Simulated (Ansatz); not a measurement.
`C[NH][Hf]([Cl])([Cl])[Cl]`, relaxed with RKS PBE0-D4/def2-TZVP in Ansatz 0.2.0 from a GFN2-xTB geometry. The force threshold is 0.005 eV/Å; the program also tests the step.

Total charge 0; spin multiplicity 1. Hf: def2 effective core potential.

Start:

```xyz
10

C    -0.381    0.648    1.233
N    -0.568    0.753   -0.215
Hf    0.275   -0.759   -1.138
Cl    2.393   -0.764   -0.358
Cl    0.405   -0.695   -3.402
Cl   -0.578   -2.753   -0.473
H     0.569    1.099    1.557
H    -0.388   -0.416    1.518
H    -1.199    1.148    1.766
H    -0.529    1.739   -0.487
```

Problem. How much energy does the relaxation release, and in how many steps? (An estimate is asked.)

Solution. Computed: 9.64 kcal/mol, in 14 steps.

Problem. Which bonds change most? (Estimate.)

Solution. Ansatz gave: Hf3–Cl4 from 2.257 to 2.345 Å; Hf3–Cl6 from 2.269 to 2.346 Å; Hf3–Cl5 from 2.269 to 2.338 Å; N2–Hf3 from 1.962 to 1.987 Å.

Problem. Give the relaxed structure. (An estimate is asked.)

Solution. The calculation gave: 
```xyz
10

C    -0.380    0.754    1.295
N    -0.293    0.658   -0.151
Hf    0.436   -0.887   -1.166
Cl    2.647   -1.201   -0.448
Cl    0.262   -0.341   -3.432
Cl   -0.827   -2.768   -0.558
H     0.206    1.593    1.682
H     0.016   -0.155    1.758
H    -1.415    0.862    1.633
H    -0.652    1.485   -0.613
```
